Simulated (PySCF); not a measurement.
**Worked example: oscillator strength and radiative lifetime**

C3H6F2Si, SMILES C1C(F)([SiH2]F)C1.

The structure is a stationary point at B3LYP-D3(BJ)/def2-SVP. This is a generated structure with no PubChem entry under its InChIKey; it may be hypothetical. Other conformers were not sampled.

TDDFT-PBE/def2-SVPD in PySCF puts the first singlet state with f over 0.02 at 7.58 eV (vertical), with the transition dipole (-0.279, 0.414, 0.000) in atomic units.

Find the oscillator strength, the wavelength and the radiative lifetime that this transition would have in vacuum if emission retraced absorption.


|μ|² = 0.2492 au, so |μ| = 1.27 D. ΔE = 7.58/27.211 = 0.2786 hartree. f = (2/3) ΔE |μ|² = 0.046 (the program prints 0.046).
λ = 1239.84/7.58 = 164 nm; ν = 61137 cm⁻¹.
Einstein's coefficient A = 0.6670 ν² f s⁻¹ (ν in cm⁻¹) = 1.2e8 s⁻¹, so τ = 1/A = 8.7 ns. This state is S7; the lower singlets have f = 0.001, 0.010, 0.010, 0.001, 0.003, 0.016. The figure is the radiative limit of this one transition; relaxation, internal conversion, crossing to triplets and a medium change what is measured.
